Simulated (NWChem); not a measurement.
System: GeHCl3; SMILES [Cl][GeH]([Cl])[Cl]

NWChem input:

```
start job
memory heap 200 mb stack 900 mb global 1100 mb
geometry units angstroms noautoz
  Ge     0.000000     0.000000     0.435165
  Cl    -0.489539     1.941094    -0.312842
  Cl     1.925806    -0.546594    -0.312842
  Cl    -1.436267    -1.394500    -0.312842
  H      0.000000     0.000000     1.961595
end
basis spherical
  * library 6-31g*
end
dft
  xc r2scan
  iterations 200
  convergence diis 3
end
task dft gradient
```

NWChem printed, in part:

```
             Northwest Computational Chemistry Package (NWChem) 7.3.0
             --------------------------------------------------------

 C3  symmetry detected

                             Geometry "geometry" -> ""
                             -------------------------

 Output coordinates in angstroms (scale by  1.889725989 to convert to a.u.)

  No.       Tag          Charge          X              Y              Z
 ---- ---------------- ---------- -------------- -------------- --------------
    1 Ge                  32.0000     0.00000000    -0.00000000     0.43597532
    2 Cl                  17.0000     0.52104186     1.93287587    -0.31203168
    3 Cl                  17.0000     1.41339867    -1.41767343    -0.31203168
    4 Cl                  17.0000    -1.93444054    -0.51520244    -0.31203168
    5 H                    1.0000     0.00000000    -0.00000000     1.96240532

 Effective nuclear repulsion energy (a.u.)     556.4354782254

      Symmetry information
      --------------------

 Group name             C3
 Group number              5
 Group order               3
 No. of unique centers     3

                                 NWChem DFT Module
                                 -----------------

 Summary of "ao basis" -> "ao basis" (spherical)
 ------------------------------------------------------------------------------
       Tag                 Description            Shells   Functions and Types
 ---------------- ------------------------------  ------  ---------------------
 Ge                          6-31g*                 12       32   5s4p3d
 Cl                          6-31g*                  8       18   4s3p1d
 H                           6-31g*                  2        2   2s

      Symmetry analysis of basis
      --------------------------

        a          32
        e+         28
        e-         28

  Rotation of axis

            General Information
            -------------------
          SCF calculation type: DFT
          Wavefunction type:  closed shell.
          No. of atoms     :     5
          No. of electrons :    84
           Alpha electrons :    42
            Beta electrons :    42
          Charge           :     0
          Spin multiplicity:     1
          Use of symmetry is: on ; symmetry adaption is: on
          Maximum number of iterations: 200
          AO basis - number of functions:    88
                     number of shells:    38
          Convergence on energy requested:  1.00D-06
          Convergence on density requested:  1.00D-05
          Convergence on gradient requested:  5.00D-04

              XC Information
              --------------
                      r^2SCAN Method XC Functional
               r^2SCAN metaGGA Exchange Functional  1.000
                     r^2SCAN Correlation Potential  1.000

             Grid Information
             ----------------
          Grid used for XC integration:  medium
          Radial quadrature: Mura-Knowles
          Angular quadrature: Lebedev.
          Tag              B.-S. Rad. Rad. Pts. Rad. Cut. Ang. Pts.
          ---              ---------- --------- --------- ---------
          Ge                  1.25      112           8.0       590
          Cl                  1.00       88          10.0       590
          H                   0.35       45           9.0       434
          Grid pruning is: on
          Number of quadrature shells:   245
          Spatial weights used:  Erf1

      Superposition of Atomic Density Guess
      -------------------------------------

 Sum of atomic energies:       -3453.87141716

      Non-variational initial energy
      ------------------------------

 Total energy =   -3454.663870
 1-e energy   =   -5910.699978
 2-e energy   =    1899.600629
 HOMO         =      -0.397360
 LUMO         =       0.009301

      Symmetry analysis of molecular orbitals - initial
      -------------------------------------------------

  Numbering of irreducible representations:

     1 a           2 e+          3 e-

  Orbital symmetries:

     1 a           2 a           3 e+          4 e+          5 a
     6 a           7 e+          8 e+          9 a          10 e+
    11 e+         12 a          13 e+         14 e+         15 a
    16 e+         17 e+         18 a          19 e+         20 e+
    21 a          22 a          23 e+         24 e+         25 e+
    26 e+         27 a          28 e+         29 e+         30 a
    31 e+         32 e+         33 a          34 e+         35 e+
    36 a          37 e+         38 e+         39 e+         40 e+
    41 a          42 a          43 a          44 e+         45 e+
    46 a          47 a          48 a          49 e+         50 e+
    51 e+         52 e+

   convergence    iter        energy       DeltaE   RMS-Dens  Diis-err
 ---------------- ----- ----------------- --------- --------- ---------
 d= 0,ls=0.0,diis     1  -3457.7932426778 -4.01D+03  2.29D-02  6.04D-01
 d= 0,ls=0.0,diis     2  -3457.6883791334  1.05D-01  1.41D-02  1.28D+00
 d= 0,ls=0.0,diis     3  -3457.8810190471 -1.93D-01  1.04D-03  4.03D-02
  Resetting Diis
 d= 0,ls=0.0,diis     4  -3457.8832678859 -2.25D-03  4.80D-04  5.84D-03
 d= 0,ls=0.0,diis     5  -3457.8837051234 -4.37D-04  1.11D-04  4.35D-05
 d= 0,ls=0.0,diis     6  -3457.8837066666 -1.54D-06  3.91D-05  4.47D-05
 d= 0,ls=0.0,diis     7  -3457.8837092919 -2.63D-06  6.44D-06  2.87D-07
 d= 0,ls=0.0,diis     8  -3457.8837093222 -3.03D-08  7.69D-07  2.60D-09

         Total DFT energy =    -3457.883709322194
      One electron energy =    -5909.323684400839
           Coulomb energy =     2059.151931461666
    Exchange-Corr. energy =     -164.147434608404
 Nuclear repulsion energy =      556.435478225383

 Numeric. integr. density =       83.999994446197

                  Occupations of the irreducible representations
                  ----------------------------------------------

                     irrep           alpha         beta
                     --------     --------     --------
                     a                16.0         16.0
                     e+               26.0         26.0
                     e-                0.0          0.0

                       DFT Final Molecular Orbital Analysis
                       ------------------------------------

 Vector   40  Occ=2.000000D+00  E=-3.156069D-01  Symmetry=e+
              MO Center= -2.6D-01, -6.2D-01, -2.6D-01, r^2= 4.7D+00
   Bfn.  Coefficient  Atom+Function         Bfn.  Coefficient  Atom+Function
  ----- ------------  ---------------      ----- ------------  ---------------
    77     -0.401281  4 Cl pz                59      0.370993  3 Cl pz
    75      0.315723  4 Cl px                57      0.288814  3 Cl px
    39      0.234488  2 Cl px                81     -0.216757  4 Cl pz
    63      0.200397  3 Cl pz                79      0.161189  4 Cl px
    73      0.156800  4 Cl pz                61      0.146229  3 Cl px

 Vector   41  Occ=2.000000D+00  E=-3.156069D-01  Symmetry=e+
              MO Center=  2.6D-01,  6.2D-01, -2.6D-01, r^2= 4.7D+00
   Bfn.  Coefficient  Atom+Function         Bfn.  Coefficient  Atom+Function
  ----- ------------  ---------------      ----- ------------  ---------------
    41      0.445872  2 Cl pz                40      0.324862  2 Cl py
    58      0.270536  3 Cl py                59     -0.249166  3 Cl pz
    76      0.243627  4 Cl py                45      0.240844  2 Cl pz
    77     -0.196706  4 Cl pz                37     -0.174224  2 Cl pz
    44      0.166269  2 Cl py                62      0.136068  3 Cl py

 Vector   42  Occ=2.000000D+00  E=-3.059845D-01  Symmetry=a
              MO Center=  1.1D-14, -7.4D-14, -3.1D-01, r^2= 5.2D+00
   Bfn.  Coefficient  Atom+Function         Bfn.  Coefficient  Atom+Function
  ----- ------------  ---------------      ----- ------------  ---------------
    39      0.422218  2 Cl px                76      0.422561  4 Cl py
    57     -0.309678  3 Cl px                58     -0.308743  3 Cl py
    43      0.228059  2 Cl px                80      0.228243  4 Cl py
    61     -0.167270  3 Cl px                62     -0.166766  3 Cl py
    35     -0.164488  2 Cl px                72     -0.164621  4 Cl py

 Vector   43  Occ=0.000000D+00  E=-8.585297D-02  Symmetry=a
              MO Center=  8.7D-16, -5.7D-16,  9.4D-02, r^2= 4.3D+00
   Bfn.  Coefficient  Atom+Function         Bfn.  Coefficient  Atom+Function
  ----- ------------  ---------------      ----- ------------  ---------------
    10      1.086921  1 Ge s                 14     -0.412937  1 Ge s
    88      0.341189  5 H  s                 40     -0.323735  2 Cl py
    75      0.323997  4 Cl px                44     -0.317970  2 Cl py
    79      0.318228  4 Cl px                13      0.289386  1 Ge pz
     6     -0.282156  1 Ge s                 57     -0.236729  3 Cl px

 Vector   44  Occ=0.000000D+00  E=-2.370324D-02  Symmetry=e+
              MO Center=  9.8D-03, -4.4D-02,  5.0D-01, r^2= 4.2D+00
   Bfn.  Coefficient  Atom+Function         Bfn.  Coefficient  Atom+Function
  ----- ------------  ---------------      ----- ------------  ---------------
    12      0.724356  1 Ge py                16      0.709273  1 Ge py
    42     -0.505615  2 Cl s                 11      0.399749  1 Ge px
    15      0.391435  1 Ge px                78      0.360411  4 Cl s
    44      0.327958  2 Cl py                79      0.268293  4 Cl px
    61     -0.230797  3 Cl px                 8     -0.212950  1 Ge py

 Vector   45  Occ=0.000000D+00  E=-2.370324D-02  Symmetry=e+
              MO Center= -9.8D-03,  4.4D-02,  5.0D-01, r^2= 4.2D+00
   Bfn.  Coefficient  Atom+Function         Bfn.  Coefficient  Atom+Function
  ----- ------------  ---------------      ----- ------------  ---------------
    11      0.724356  1 Ge px                15      0.709273  1 Ge px
    60     -0.500001  3 Cl s                 12     -0.399749  1 Ge py
    16     -0.391435  1 Ge py                78      0.375750  4 Cl s
    62     -0.274731  3 Cl py                43     -0.248342  2 Cl px
    80      0.224359  4 Cl py                 7     -0.212950  1 Ge px

     Multipole analysis of the density
     ---------------------------------

     L   x y z        total         alpha         beta         nuclear
     -   - - -        -----         -----         ----         -------
     0   0 0 0     -0.000000    -42.000000    -42.000000     84.000000

     1   1 0 0     -0.000000     -0.000000     -0.000000      0.000000
     1   0 1 0      0.000000      0.000000      0.000000     -0.000000
     1   0 0 1      0.673717      0.336858      0.336858      0.000000

     2   2 0 0    -42.678977   -203.804967   -203.804967    364.930957
     2   1 1 0      0.000000      0.000000      0.000000      0.000000
     2   1 0 1     -0.000000     -0.000000     -0.000000      0.000000
     2   0 2 0    -42.678977   -203.804967   -203.804967    364.930957
     2   0 1 1      0.000000      0.000000      0.000000      0.000000
     2   0 0 2    -39.474869    -46.340025    -46.340025     53.205181

            General Information
            -------------------
          SCF calculation type: DFT
          Wavefunction type:  closed shell.
          No. of atoms     :     5
          No. of electrons :    84
           Alpha electrons :    42
            Beta electrons :    42
          Charge           :     0
          Spin multiplicity:     1
          Use of symmetry is: on ; symmetry adaption is: on
          Maximum number of iterations: 200
          AO basis - number of functions:    88
                     number of shells:    38
          Convergence on energy requested:  1.00D-06
          Convergence on density requested:  1.00D-05
          Convergence on gradient requested:  5.00D-04

              XC Information
              --------------
                      r^2SCAN Method XC Functional
               r^2SCAN metaGGA Exchange Functional  1.000
                     r^2SCAN Correlation Potential  1.000

             Grid Information
             ----------------
          Grid used for XC integration:  medium
          Radial quadrature: Mura-Knowles
          Angular quadrature: Lebedev.
          Tag              B.-S. Rad. Rad. Pts. Rad. Cut. Ang. Pts.
          ---              ---------- --------- --------- ---------
          Ge                  1.25      112           8.0       590
          Cl                  1.00       88          10.0       590
          H                   0.35       45           9.0       434
          Grid pruning is: on
          Number of quadrature shells:   245
          Spatial weights used:  Erf1

          Convergence Information
          -----------------------
          Convergence aids based upon iterative change in
          total energy or number of iterations.
          Levelshifting, if invoked, occurs when the
          HOMO/LUMO gap drops below (HL_TOL):  1.00D-02
          DIIS, if invoked, will attempt to extrapolate
          using up to (NFOCK):  3 stored Fock matrices.

                    Damping( 0%)  Levelshifting(0.5)       DIIS
                  --------------- ------------------- ---------------
          dE  on:    start            ASAP                start
          dE off:    2 iters        200 iters           200 iters

                            NWChem DFT Gradient Module
                            --------------------------

  charge          =   0.00
  wavefunction    = closed shell

  Rotation of axis
  Using symmetry

                         DFT ENERGY GRADIENTS

    atom               coordinates                        gradient
                 x          y          z           x          y          z
   1 Ge      0.000000  -0.000000   0.823874    0.000000   0.000000  -0.000052
   2 Cl      0.984626   3.652606  -0.589654   -0.000409  -0.001523   0.000285
   3 Cl      2.670936  -2.679014  -0.589654   -0.001115   0.001116   0.000285
   4 Cl     -3.655563  -0.973591  -0.589654    0.001524   0.000407   0.000285
   5 H       0.000000  -0.000000   3.708408   -0.000000   0.000000  -0.000802
```

Level: r2SCAN/6-31G* (spherical d). All runs use the structure optimised with PBE0/def2-SVP.
